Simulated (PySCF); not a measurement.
## Electron correlation in Re²⁺ (rhenium, charge +2)

[Xe] 4f14 5d4 6p1, one real determinant (an excited configuration). Computed with PySCF 2.14 in def2-QZVPPD with the def2 core potential (60 electrons), with a scalar-relativistic core potential. Frozen: 5s2 5p6; 5 electrons correlated.

```
  level  correlation energy (mhartree)
   CCSD                         -53.73
    (T)                          -1.07
CCSD(T)                         -54.80
```

Diagnostics: T1 = 0.0063, D1 = 0.0193, largest double amplitude 0.083.

The real determinant used has ⟨L²⟩ near 8 against 12 for a pure F term, so it mixes terms. Spin-orbit coupling, absent here, splits the open shell strongly.

Cost of the coupled-cluster step: about 8 core-seconds, for 5 correlated electrons.

Iterations:

```
CC2 = 0
CCSD nocc = (np.int64(5), np.int64(0)), nmo = (87, 87)
frozen orbitals [[0, 1, 2, 3], [0, 1, 2, 3]]
max_cycle = 100
direct = 0
conv_tol = 1e-08
conv_tol_normt = 1e-06
diis_space = 8
diis_start_cycle = 0
Init t2, MP2 energy = -0.0465520216636237
Init E_corr(UCCSD) = -0.0465520216644333
cycle = 1  E_corr(UCCSD) = -0.0518408382608833  dE = -0.0052888166  norm(t1,t2) = 0.024605
cycle = 2  E_corr(UCCSD) = -0.0527426307464572  dE = -0.000901792486  norm(t1,t2) = 0.0119067
cycle = 3  E_corr(UCCSD) = -0.0533347018916292  dE = -0.000592071145  norm(t1,t2) = 0.00829245
cycle = 4  E_corr(UCCSD) = -0.0533763830382735  dE = -4.16811466e-05  norm(t1,t2) = 0.00526627
cycle = 5  E_corr(UCCSD) = -0.0535165044218001  dE = -0.000140121384  norm(t1,t2) = 0.00377994
cycle = 6  E_corr(UCCSD) = -0.0535947293717189  dE = -7.82249499e-05  norm(t1,t2) = 0.00303009
cycle = 7  E_corr(UCCSD) = -0.0537071355742444  dE = -0.000112406203  norm(t1,t2) = 0.00184803
cycle = 8  E_corr(UCCSD) = -0.0537161421803133  dE = -9.00660607e-06  norm(t1,t2) = 0.000635904
cycle = 9  E_corr(UCCSD) = -0.053728152356867  dE = -1.20101766e-05  norm(t1,t2) = 0.000163297
cycle = 10  E_corr(UCCSD) = -0.0537253789623654  dE = 2.7733945e-06  norm(t1,t2) = 3.61788e-05
cycle = 11  E_corr(UCCSD) = -0.0537253967814642  dE = -1.78190988e-08  norm(t1,t2) = 6.36476e-06
cycle = 12  E_corr(UCCSD) = -0.0537254776540608  dE = -8.08725966e-08  norm(t1,t2) = 2.61427e-06
cycle = 13  E_corr(UCCSD) = -0.0537254802805828  dE = -2.62652198e-09  norm(t1,t2) = 7.82003e-07
UCCSD converged
E(UCCSD) = -76.44256270571785  E_corr = -0.05372548028058276
UCCSD(T) correction = -0.00106940176561336
```

The reference is one real determinant that mixes LS terms of this configuration.
